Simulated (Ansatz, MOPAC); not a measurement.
System: C₂H₇Ge (charge -1, singlet). SMILES: [CH3][GeH-][CH3]

Atoms: C1, Ge2, C3, H4, H5, H6, H7, H8, H9, H10. Bonds: C1-Ge2, C1-H4, C1-H5, C1-H6, Ge2-C3, Ge2-H7, C3-H8, C3-H9, C3-H10.

Bond lengths (Å) and angles (degrees) optimised at AM1 with MOPAC; PM6 with MOPAC; HF/STO-3G with Ansatz (a first-principles code); HF/6-31G* with LANL2DZ past Ar with Ansatz; B3LYP/6-31G* with LANL2DZ past Ar with Ansatz; MP2/6-31G* with LANL2DZ past Ar with Ansatz, each started from the B3LYP-D3(BJ)/def2-TZVP structure (Ansatz) of the last column. A row stands for all coordinates that are equal there; 6 of 11 kinds are shown. 6-31G* holds six Cartesian d functions. No wavenumbers were computed at AM1, HF/STO-3G, MP2/6-31G* with LANL2DZ past Ar, so these may be saddle points.

```
coordinate    AM1    PM6  HF/STO-3G  HF/6-31G* with LANL2DZ past Ar  B3LYP/6-31G* with LANL2DZ past Ar  MP2/6-31G* with LANL2DZ past Ar  B3LYP-D3(BJ)/def2-TZVP
----------  -----  -----  ---------  ------------------------------  ---------------------------------  -------------------------------  ----------------------
C1-Ge2      1.993  1.953      1.979                           2.074                              2.090                            2.073                   2.081
C1-H4       1.104  1.090      1.087                           1.090                              1.100                            1.098                   1.096
Ge2-H7      1.547  1.497      1.463                           1.632                              1.647                            1.644                   1.635
C1-Ge2-C3   116.4  109.7       95.3                            96.0                               95.2                             94.6                    94.6
Ge2-C1-H4   107.9  110.8      114.8                           112.8                              113.3                            112.6                   112.5
Ge2-C1-H5   107.8  109.0      112.5                           110.4                              110.3                            110.9                   109.6
```

Mean signed difference of all 9 bond lengths from B3LYP-D3(BJ)/def2-TZVP: AM1 -0.024 Å, PM6 -0.047 Å, HF/STO-3G -0.047 Å, HF/6-31G* with LANL2DZ past Ar -0.005 Å, B3LYP/6-31G* with LANL2DZ past Ar 0.006 Å, MP2/6-31G* with LANL2DZ past Ar 0.000 Å.
